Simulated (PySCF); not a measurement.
Input of a run (PBE0-D3(BJ)/def2-SVP geometry optimisation, gas phase (PySCF 2.14.0)), started from GFN2-xTB:
```
{"job": {"xc": "PBE0", "basis": "def2-SVP", "d3": "d3bj", "grid": 1, "shake": 0.01, "kind": "geom"}, "charge": 0, "multiplicity": 1}
Cl    -0.839750    -1.516280    -0.001470
B     -0.003040    -0.003590    -0.007830
Cl    -0.878310     1.492210    -0.009880
Cl     1.759090     0.002280    -0.013830
```

Output (energies in Eh, forces in Eh/bohr):
```
step   0  E = -1404.64409996  max force = 0.012852
step   1  E = -1404.64419639  max force = 0.011003
step   2  E = -1404.64435872  max force = 0.003126
step   3  E = -1404.64431709  max force = 0.002951
step   4  E = -1404.64437064  max force = 0.001016
step   5  E = -1404.64437836  max force = 0.000266
optimisation converged
```

**Question.** Summarise the run.

**Answer.** The energy falls by 0.008 eV over 6 energy and gradient evaluations, the largest force component goes from 0.0129 to 2.7e-04 Eh/bohr, and the atoms move by 0.010 Å rms after alignment. The bond that changes most is B2–Cl4 (ends: three-coordinate boron; chlorine bonded to B), which shortens by 0.020 Å. Bonds longer at the end by more than 0.005 Å: 2 of 3; shorter: 1. The energy rose by more than 1e-6 Eh at step 3. The first step brought 35 % of the lowering.

**Question.** What are the final bond lengths?

**Answer.** Cl1–B2 1.742 Å, B2–Cl3 1.742 Å, B2–Cl4 1.742 Å. Numbering counts from 1 in the input's order; the species is `ClB(Cl)Cl`.

The run used 68 basis functions and 37 SCF cycles in all.

Stationary, but not proved a minimum.
